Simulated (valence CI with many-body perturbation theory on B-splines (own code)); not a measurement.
E1 transitions of Cd⁴²⁺

Method: configuration interaction combined with many-body perturbation theory (CI+MBPT): four valence electrons over a frozen Dirac-Fock core [He], a basis of 11 s, 11 p, 10 d, 8 f, 5 g, 2 h functions for each j, with the one-electron correlation potential Σ1, the two-electron term Σ2, the three-electron term Σ3, Breit, model QED; selected CI, second order for the rest, scaled by the run's own slope (own B-spline code, finite nucleus).

No measured spectrum was set against this ion. As an estimate, large intervals hold to a few tenths of a per cent, small ones and those within an open d or f shell to about a per cent. Among the levels kept, up to 760 cm⁻¹ of a level comes from second order outside the variational space, and about a tenth of that is noise between levels of different J, which matters for small intervals.

Lines 1 to 50 of 545 in falling wavelength, among levels below 350.00 Ry, chosen from the strongest by gf and those to the six lowest levels. Wavelengths and rates use the calculated energies. Electric multipoles are in the length gauge with retardation, E1 and E2 with the static RPA response of the core. Weak lines are less certain than strong ones. Lines between different terms over intervals too small for the method are left out, as are lines whose strength nearly cancels. Where a level lies close to another of its J and parity, the split of strength between their lines is uncertain. The highest levels of a list are the least certain.

Levels are named by their leading jj configuration (3d3/2^4 stands for four electrons in 3d with j = 3/2), which in mixed levels can hold well under half, so a name can repeat and another be missing. Letters in brackets count levels of one name in rising energy.

```csv
λ vac (nm),Upper,Lower,A (s⁻¹),S (a.u.)
26.27,(2p1/2^2 2p3/2 3p1/2) J=2,(2p1/2^2 2p3/2 3s) J=2,1.57e+09,7.01e-02
25.02,(2s 2p1/2 2p3/2 3p1/2) J=3,(2s 2p1/2 2p3/2 3s) J=3,1.39e+09,7.52e-02
24.83,(2s 2p3/2^2 3p1/2) J=3,(2s 2p3/2^2 3s) J=2 [a],1.48e+09,7.84e-02
22.08,(2s 2p3/2^2 3p1/2) J=2 [b],(2s 2p3/2^2 3s) J=2 [b],2.31e+09,6.14e-02
20.84,(2s^2 2p3/2 3p1/2) J=2,(2s^2 2p3/2 3s) J=2,2.82e+09,6.29e-02
20.64,(2s 2p3/2^2 3d5/2) J=4 [a],(2s 2p3/2^2 3p3/2) J=4,1.69e+09,6.60e-02
19.92,(2s 2p1/2 2p3/2 3d5/2) J=4 [a],(2s 2p1/2 2p3/2 3p3/2) J=3 [a],5.01e+09,1.76e-01
19.81,(2s 2p1/2 2p3/2 3d5/2) J=5,(2s 2p1/2 2p3/2 3p3/2) J=4,5.52e+09,2.33e-01
19.71,(2p1/2 2p3/2^2 3p1/2) J=2 [b],(2p1/2 2p3/2^2 3s) J=3,4.14e+09,7.82e-02
19.59,(2s 2p3/2^2 3d5/2) J=5,(2s 2p3/2^2 3p3/2) J=4,5.56e+09,2.27e-01
19.55,(2p1/2^2 2p3/2 3d5/2) J=4,(2p1/2^2 2p3/2 3p3/2) J=3,6.37e+09,2.11e-01
19.52,(2p1/2 2p3/2^2 3d5/2) J=4,(2p1/2 2p3/2^2 3p3/2) J=3 [a],5.79e+09,1.91e-01
19.49,(2s 2p1/2^2 3d5/2) J=3,(2s 2p1/2^2 3p3/2) J=2,5.22e+09,1.34e-01
19.46,(2s 2p3/2^2 3d5/2) J=3 [c],(2s 2p3/2^2 3p3/2) J=2 [c],3.52e+09,8.96e-02
19.34,(2s 2p1/2 2p3/2 3d5/2) J=3 [a],(2s 2p1/2 2p3/2 3p3/2) J=2 [a],2.11e+09,5.28e-02
19.18,(2s 2p3/2^2 3d5/2) J=3 [a],(2s 2p3/2^2 3p3/2) J=2 [a],3.41e+09,8.32e-02
19.09,(2s 2p1/2 2p3/2 3d5/2) J=2 [d],(2s 2p1/2 2p3/2 3p3/2) J=1 [d],3.65e+09,6.26e-02
19.09,(2p1/2^2 2p3/2 3d5/2) J=3,(2p1/2^2 2p3/2 3p3/2) J=2,5.14e+09,1.23e-01
18.71,(2s 2p3/2^2 3d5/2) J=3 [b],(2s 2p3/2^2 3p3/2) J=2 [b],3.60e+09,8.13e-02
18.66,(2s 2p1/2 2p3/2 3p1/2) J=2 [b],(2s 2p1/2 2p3/2 3s) J=3,4.74e+09,7.60e-02
18.51,(2s 2p1/2 2p3/2 3d5/2) J=4 [c],(2s 2p1/2 2p3/2 3p3/2) J=3 [c],6.58e+09,1.85e-01
18.45,(2s 2p1/2 2p3/2 3d5/2) J=2 [c],(2s 2p1/2 2p3/2 3p3/2) J=1 [c],3.93e+09,6.09e-02
18.43,(2s 2p1/2 2p3/2 3d5/2) J=3 [d],(2s 2p1/2 2p3/2 3p3/2) J=2 [d],5.85e+09,1.27e-01
18.08,(2s 2p1/2 2p3/2 3d5/2) J=3 [c],(2s 2p1/2 2p3/2 3p3/2) J=2 [c],6.04e+09,1.23e-01
17.99,(2s 2p3/2^2 3d3/2) J=4,(2s 2p3/2^2 3p3/2) J=3 [a],3.73e+09,9.66e-02
17.97,(2s^2 2p1/2 3d5/2) J=3,(2s^2 2p1/2 3p3/2) J=2,6.84e+09,1.37e-01
17.90,(2s 2p1/2 2p3/2 3d5/2) J=4 [b],(2s 2p1/2 2p3/2 3p3/2) J=3 [b],6.13e+09,1.56e-01
17.80,(2s 2p3/2^2 3d5/2) J=4 [b],(2s 2p3/2^2 3p3/2) J=3 [b],6.58e+09,1.65e-01
17.80,(2s 2p3/2^2 3d5/2) J=2 [a],(2s 2p3/2^2 3p3/2) J=2 [a],3.56e+09,4.96e-02
17.74,(2s^2 2p3/2 3d5/2) J=4,(2s^2 2p3/2 3p3/2) J=3,6.16e+09,1.53e-01
17.55,(2s^2 2p3/2 3d5/2) J=3,(2s 2p1/2^2 3d5/2) J=2 [b],2.56e+09,4.78e-02
17.31,(2s 2p1/2 2p3/2 3d5/2) J=2 [b],(2s 2p1/2 2p3/2 3p3/2) J=2 [b],3.54e+09,4.53e-02
17.18,(2s^2 2p1/2 3d5/2) J=2,(2s^2 2p1/2 3p3/2) J=1,6.09e+09,7.62e-02
17.17,(2s 2p1/2 2p3/2 3d5/2) J=3 [b],(2s 2p1/2 2p3/2 3p3/2) J=2 [b],4.15e+09,7.26e-02
17.11,(2s 2p1/2 2p3/2 3d5/2) J=2 [a],(2s 2p1/2 2p3/2 3p3/2) J=1 [a],5.39e+09,6.66e-02
16.69,(2s 2p3/2^2 3d5/2) J=2 [b],(2s 2p3/2^2 3p3/2) J=1 [b],6.66e+09,7.64e-02
16.55,(2s 2p1/2^2 3d5/2) J=2 [b],(2s 2p1/2^2 3p3/2) J=1,4.97e+09,5.56e-02
16.53,(2s 2p1/2 2p3/2 3d3/2) J=3 [b],(2s 2p1/2 2p3/2 3p3/2) J=2 [a],3.92e+09,6.12e-02
16.22,(2s^2 2p3/2 3d5/2) J=2,(2s^2 2p3/2 3p3/2) J=1,4.24e+09,4.47e-02
14.12,(2s 2p3/2^2 3d5/2) J=3 [a],(2s 2p3/2^2 3p3/2) J=3 [a],4.11e+09,4.00e-02
13.06,(2p1/2 2p3/2^2 3p3/2) J=1 [a],(2p1/2 2p3/2^2 3s) J=2 [b],1.15e+10,3.81e-02
12.99,(2s 2p3/2^2 3p3/2) J=3 [a],(2s 2p3/2^2 3s) J=2 [a],9.59e+09,7.27e-02
12.80,(2p1/2^2 2p3/2 3p3/2) J=1,(2p1/2^2 2p3/2 3s) J=1,1.93e+10,5.99e-02
12.67,(2s 2p3/2^2 3p3/2) J=1 [b],(2s 2p3/2^2 3s) J=0,1.32e+10,3.96e-02
12.64,(2s 2p1/2 2p3/2 3p3/2) J=1 [a],(2s 2p1/2 2p3/2 3s) J=1 [a],1.75e+10,5.23e-02
12.64,(2p1/2 2p3/2^2 3p3/2) J=3 [b],(2p1/2 2p3/2^2 3s) J=2 [b],1.41e+10,9.84e-02
12.50,(2s 2p1/2 2p3/2 3p3/2) J=2 [b],(2s 2p1/2 2p3/2 3s) J=2 [b],1.35e+10,6.50e-02
12.41,(2s 2p3/2^2 3p3/2) J=1 [a],(2s 2p3/2^2 3s) J=2 [a],1.76e+10,4.97e-02
12.39,(2s 2p1/2 2p3/2 3d3/2) J=2 [d],(2s 2p1/2 2p3/2 3p1/2) J=1 [c],8.86e+09,4.15e-02
12.34,(2p1/2 2p3/2^2 3p3/2) J=3 [b],(2p1/2 2p3/2^2 3s) J=3,1.17e+10,7.62e-02
```
